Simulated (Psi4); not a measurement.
C4H8O2 (SMILES C1COCCO1), singlet, at a GFN2-xTB geometry, with bond 12-4 at 1.3 times its length; HF/6-31G in Psi4.

Here is a job for Psi4.
```
memory 2 GB

molecule mol {
0 1
C     1.247602    0.545664   -0.003314
C     0.930822   -0.856959    0.503451
O    -0.159910   -1.431509   -0.194484
C    -1.079178   -0.471116   -0.683883
C    -1.099246    0.782410    0.183746
O     0.159910    1.431509    0.194484
H     2.096931    0.966806    0.539985
H     1.501618    0.498592   -1.072649
H     1.784703   -1.521487    0.351185
H     0.705205   -0.813945    1.579306
H    -0.818025   -0.196019   -1.716519
H    -2.355392   -1.094769   -0.688034
H    -1.820753    1.505531   -0.204094
H    -1.388798    0.511371    1.209863
}

set {
  basis 6-31g
  reference rhf
  df_basis_scf cc-pvtz-jkfit
}

energy('scf')
print_variables()
```

Question: Write the output that Psi4 gives for this input, abridged.

Answer: 
```
   => Loading Basis Set <=

    Name: 6-31G
    Role: ORBITAL
    Keyword: BASIS

         ---------------------------------------------------------
                                   SCF
               by Justin Turney, Rob Parrish, Andy Simmonett
                          and Daniel G. A. Smith
                              RHF Reference
         ---------------------------------------------------------

  ==> Geometry <==

    Molecular point group: c1
    Full point group: C1

    Geometry (in Angstrom), charge = 0, multiplicity = 1:

       Center              X                  Y                   Z               Mass
    ------------   -----------------  -----------------  -----------------  -----------------
         C            1.250972895724     0.547311406886    -0.003303046429    12.000000000000
         C            0.934192895724    -0.855311593114     0.503461953571    12.000000000000
         O           -0.156539104276    -1.429861593114    -0.194473046429    15.994914619570
         C           -1.075807104276    -0.469468593114    -0.683872046429    12.000000000000
         C           -1.095875104276     0.784057406886     0.183756953571    12.000000000000
         O            0.163280895724     1.433156406886     0.194494953571    15.994914619570
         H            2.100301895724     0.968453406886     0.539995953571     1.007825032230
         H            1.504988895724     0.500239406886    -1.072638046429     1.007825032230
         H            1.788073895724    -1.519839593114     0.351195953571     1.007825032230
         H            0.708575895724    -0.812297593114     1.579316953571     1.007825032230
         H           -0.814654104276    -0.194371593114    -1.716508046429     1.007825032230
         H           -2.352021104276    -1.093121593114    -0.688023046429     1.007825032230
         H           -1.817382104276     1.507178406886    -0.204083046429     1.007825032230
         H           -1.385427104276     0.513018406886     1.209873953571     1.007825032230

  Running in c1 symmetry.

  Rotational constants: A =      0.17154  B =      0.15076  C =      0.09308 [cm^-1]
  Rotational constants: A =   5142.72001  B =   4519.63150  C =   2790.60055 [MHz]
  Nuclear repulsion =  263.528835746681239

  Charge       = 0
  Multiplicity = 1
  Electrons    = 48
  Nalpha       = 24
  Nbeta        = 24

  ==> Algorithm <==

  SCF Algorithm Type is DF.
  DIIS enabled.
  MOM disabled.
  Fractional occupation disabled.
[...]

   @DF-RHF iter SAD:  -304.89928198823878   -3.04899e+02   0.00000e+00
   @DF-RHF iter   1:  -305.53418177768856   -6.34900e-01   5.56578e-03 DIIS/ADIIS
   @DF-RHF iter   2:  -305.60896044662906   -7.47787e-02   2.98755e-03 DIIS/ADIIS
   @DF-RHF iter   3:  -305.62553332784796   -1.65729e-02   6.57845e-04 DIIS/ADIIS
   @DF-RHF iter   4:  -305.62693856836313   -1.40524e-03   9.36522e-05 DIIS
   @DF-RHF iter   5:  -305.62697520048403   -3.66321e-05   3.31079e-05 DIIS
   @DF-RHF iter   6:  -305.62698001127490   -4.81079e-06   6.68763e-06 DIIS
   @DF-RHF iter   7:  -305.62698031005067   -2.98776e-07   1.51906e-06 DIIS
   @DF-RHF iter   8:  -305.62698032136723   -1.13166e-08   4.83801e-07 DIIS
  Energy and wave function converged.

  ==> Post-Iterations <==

    Orbital Energies [Eh]
    ---------------------

    Doubly Occupied:

[...]
    Virtual:

[...]
      70A      2.488855

    Final Occupation by Irrep:
              A
    DOCC [    24 ]
    NA   [    24 ]
    NB   [    24 ]

  @DF-RHF Final Energy:  -305.62698032136723

   => Energetics <=

    Nuclear Repulsion Energy =            263.5288357466812386
    One-Electron Energy =                -939.1824712396339692
    Two-Electron Energy =                 370.0266551715855030
    Total Energy =                       -305.6269803213672276

Computation Completed

Properties will be evaluated at   0.000000,   0.000000,   0.000000 [a0]

Properties computed using the SCF density matrix

 Multipole Moments:

 ------------------------------------------------------------------------------------
     Multipole            Electronic (a.u.)      Nuclear  (a.u.)        Total (a.u.)
 ------------------------------------------------------------------------------------

 L = 1.  Multiply by 2.5417464519 to convert [e a0] to [Debye]
 Dipole X            :          0.4090908           -0.2507818            0.1583090
 Dipole Y            :          0.1842707           -0.1225496            0.0617211
 Dipole Z            :          0.0299637           -0.0008149            0.0291488
 Magnitude           :                                                    0.1723974

 ------------------------------------------------------------------------------------

  Variable Map:
  ----------------------------------------------------------------------------
[...]
  Array Variable Map:
  ----------------------------------------------------------------------------
[...]
[...]
```
